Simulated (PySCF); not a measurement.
**Electron correlation in B⁺ (boron, charge +1)**

[He] 2s1 3s1, high-spin 3S determinant (an excited configuration). All numbers are calculated (PySCF 2.14, the non-relativistic Hamiltonian (point nucleus), in aug-cc-pVTZ (5s4p3d2f, 46 functions)). Frozen: 1s2; 2 electrons correlated.

With two correlated electrons CCSD is exact within the correlated space (frozen core and kept virtual orbitals).

| level | correlation energy (mhartree) |
| --- | --- |
| CCSD | -8.04 |

Diagnostics: T1 = 0.011, D1 = 0.0218, largest double amplitude 0.075.

The outer electron is Rydberg-like, and this basis confines it to a smaller radius and binds it less than a complete one would.

Cost of the coupled-cluster step: of the order of 0.27 core-seconds, for 2 correlated electrons.

Iterations:

```
CC2 = 0
CCSD nocc = (np.int64(2), np.int64(0)), nmo = (45, 45)
frozen orbitals [[0], [0]]
max_cycle = 100
direct = 0
conv_tol = 1e-08
conv_tol_normt = 1e-06
diis_space = 8
diis_start_cycle = 0
Init t2, MP2 energy = -0.00319495891902304
Init E_corr(UCCSD) = -0.00319495891956268
cycle = 1  E_corr(UCCSD) = -0.00490571496833148  dE = -0.00171075605  norm(t1,t2) = 0.034513
cycle = 2  E_corr(UCCSD) = -0.00596627890388331  dE = -0.00106056394  norm(t1,t2) = 0.022926
cycle = 3  E_corr(UCCSD) = -0.00805024687733366  dE = -0.00208396797  norm(t1,t2) = 0.0153794
cycle = 4  E_corr(UCCSD) = -0.00802972760126115  dE = 2.05192761e-05  norm(t1,t2) = 0.000731515
cycle = 5  E_corr(UCCSD) = -0.00804914775652869  dE = -1.94201553e-05  norm(t1,t2) = 0.000293347
cycle = 6  E_corr(UCCSD) = -0.00803811228628752  dE = 1.10354702e-05  norm(t1,t2) = 7.65671e-05
cycle = 7  E_corr(UCCSD) = -0.00803973056022935  dE = -1.61827394e-06  norm(t1,t2) = 1.23357e-05
cycle = 8  E_corr(UCCSD) = -0.0080396981695035  dE = 3.23907259e-08  norm(t1,t2) = 5.13826e-07
cycle = 9  E_corr(UCCSD) = -0.0080397051659096  dE = -6.9964061e-09  norm(t1,t2) = 1.48898e-07
UCCSD converged
E(UCCSD) = -23.70439598967035  E_corr = -0.008039705165909598
```
